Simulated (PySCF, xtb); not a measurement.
CClF2, SMILES [C](F)(Cl)F (connectivity only; charge and spin as stated), charge +1, multiplicity 1.

xtb 6.7.1 with GFN2-xTB at its own geometry gives an orbital gap of 3.50 eV.

Coordinates come from a PBE0-D3(BJ)/def2-TZVP optimisation. The multiplicity is an assumed one; other spin states were not compared. The isomer is the one that the SMILES or the coordinates give; other isomers of the formula were not compared.

Task: What does PBE0/def2-TZVPD in PySCF give? (Estimate from the structure and the level; the computed values follow.)

Result: gap 7.55 eV (levels -17.78 and -10.23 eV).
